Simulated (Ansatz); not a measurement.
A relaxation, step by step

InSiNH5Cl, closed shell, PBE0-D4/def2-TZVP (Ansatz 0.2.0). Settings:

```yaml
hamiltonian: {xc: pbe0, dispersion: d4}
relax: {f_tol: 0.005, max_steps: 200}
```

Start, a step off a saddle point along its unstable mode:

```
9
angstrom
In -1.5141 -1.4618 -1.5622
Si 0.7097 -0.1544 0.9372
N 0.2820 -0.6601 -0.6504
H -0.9101 1.3593 -0.7426
Cl -2.1434 1.7423 -1.1069
H -0.3673 0.7663 1.4104
H 2.0063 0.5914 0.9411
H 0.8313 -1.2344 1.9722
H 1.1055 -0.9485 -1.1988
```

| step | energy less the last (meV) | largest force component (eV/Å) |
| --- | --- | --- |
| 1 | 1712.4 | 1.091 |
| 2 | 1645.9 | 0.652 |
| 3 | 1588.6 | 0.494 |
| 4 | 1494.9 | 0.413 |
| 5 | 1387.1 | 1.330 |
| 6 | 1207.7 | 2.425 |
| 7 | 780.5 | 1.911 |
| 8 | 376.5 | 0.883 |
| 9 | 126.6 | 0.476 |
| 10 | 42.2 | 0.446 |
| 11 | 17.8 | 0.170 |
| 12 | 10.2 | 0.180 |
| 13 | 3.8 | 0.066 |
| 14 | 2.9 | 0.071 |
| 15 | 2.2 | 0.046 |
| 16 | 1.5 | 0.032 |
| 17 | 0.8 | 0.058 |
| 18 | 0.3 | 0.050 |
| 19 | 0.1 | 0.021 |
| 20 (rejected trial) | 0.6 | 0.028 |
| 21 | 0.0 | 0.015 |
| 22 | 0.0 | 0.007 |
| 23 | 0.0 | 0.002 |

Step 7, positions (Å) and forces (eV/Å):

```json
{"atom": "In1", "x": "-1.903", "y": "-1.278", "z": "-1.216", "Fx": "-0.416", "Fy": "0.043", "Fz": "-0.149"}
{"atom": "Si2", "x": "0.698", "y": "-0.063", "z": "1.045", "Fx": "-0.213", "Fy": "-0.144", "Fz": "-0.112"}
{"atom": "N3", "x": "0.131", "y": "-0.200", "z": "-0.613", "Fx": "0.993", "Fy": "-0.916", "Fz": "0.691"}
{"atom": "H4", "x": "-0.525", "y": "0.549", "z": "-1.004", "Fx": "1.233", "Fy": "0.305", "Fz": "0.664"}
{"atom": "Cl5", "x": "-1.803", "y": "1.417", "z": "-1.504", "Fx": "-1.911", "Fy": "0.715", "Fz": "-0.775"}
{"atom": "H6", "x": "-0.348", "y": "0.659", "z": "1.821", "Fx": "0.067", "Fy": "-0.058", "Fz": "-0.058"}
{"atom": "H7", "x": "1.987", "y": "0.672", "z": "1.098", "Fx": "0.023", "Fy": "-0.024", "Fz": "0.065"}
{"atom": "H8", "x": "0.877", "y": "-1.434", "z": "1.642", "Fx": "0.011", "Fy": "0.288", "Fz": "-0.131"}
{"atom": "H9", "x": "0.887", "y": "-0.321", "z": "-1.269", "Fx": "0.212", "Fy": "-0.208", "Fz": "-0.194"}
```

Step 13, positions (Å) and forces (eV/Å):

```csv
atom,x,y,z,Fx,Fy,Fz
In1,-2.261,-1.004,-1.029,0.006,-0.016,0.003
Si2,0.765,-0.081,1.085,-0.041,0.042,0.047
N3,0.274,-0.135,-0.589,0.009,0.005,-0.066
H4,-0.054,0.737,-1.001,0.021,-0.010,0.021
Cl5,-2.287,1.305,-1.937,0.011,0.008,0.009
H6,-0.401,0.431,1.847,0.014,-0.008,0.021
H7,1.944,0.785,1.353,-0.004,0.002,-0.003
H8,1.086,-1.470,1.496,0.000,-0.002,-0.010
H9,0.933,-0.567,-1.224,-0.016,-0.021,-0.022
```

Step 17, positions (Å) and forces (eV/Å):

| atom | x | y | z | Fx | Fy | Fz |
| --- | --- | --- | --- | --- | --- | --- |
| In1 | -2.266 | -0.969 | -1.012 | -0.002 | 0.002 | 0.001 |
| Si2 | 0.743 | -0.072 | 1.071 | 0.003 | 0.020 | 0.016 |
| N3 | 0.289 | -0.174 | -0.612 | 0.016 | -0.016 | -0.058 |
| H4 | -0.006 | 0.690 | -1.062 | 0.002 | 0.007 | 0.031 |
| Cl5 | -2.249 | 1.376 | -1.830 | -0.001 | -0.002 | 0.003 |
| H6 | -0.459 | 0.370 | 1.822 | 0.011 | -0.007 | -0.005 |
| H7 | 1.861 | 0.871 | 1.347 | -0.017 | -0.013 | -0.004 |
| H8 | 1.143 | -1.438 | 1.492 | -0.005 | 0.015 | -0.006 |
| H9 | 0.943 | -0.654 | -1.218 | -0.007 | -0.006 | 0.021 |

Last step (23):

```xyz
9
angstrom
In -2.2711 -0.9431 -0.9881
Si 0.7227 -0.0654 1.0525
N 0.3137 -0.2109 -0.6397
H 0.0418 0.6497 -1.1104
Cl -2.2290 1.4322 -1.7126
H -0.5135 0.3305 1.7728
H 1.7887 0.9304 1.3394
H 1.1707 -1.4070 1.5001
H 0.9759 -0.7162 -1.2139
```

Hardware: 4 CPU threads of an Arm Neoverse N1, shared host. Wall time about 2.2 min.
